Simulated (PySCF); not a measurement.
Computed IR spectrum (relative IR intensity) of a molecule C3H9Ge, multiplicity 2. Geometry optimised at PBE-D3(BJ)/def2-SVP. One conformer was computed; it need not be the lowest. The numbers are results of PySCF 2.14.0 with PBE-D3(BJ)/def2-SVP, not measurements. Frequencies are harmonic and unscaled.

Lines under 2 % of the strongest are left out, and lines within 2 cm⁻¹ are merged.

ν (cm⁻¹): 515 (vw), 531 (m), 561 (m), 807 (vs), 838 (m), 858 (w), 934 (vw), 1176 (w), 1389 (vw), 1398 (w), 2018 (vs), 2061 (s), 2074 (vs), 2895 (w), 2900 (m), 2954 (m), 3049 (w) (against the strongest line: vs over 80 %, s over 45 %, m over 15 %, w over 4 %, vw less)

### Question
Which structure fits?
A) C[CH][CH2][GeH3]
B) C[C](C)[GeH3]
C) [CH3][Ge]([CH3])[CH3]

### Answer
B, C[C](C)[GeH3]
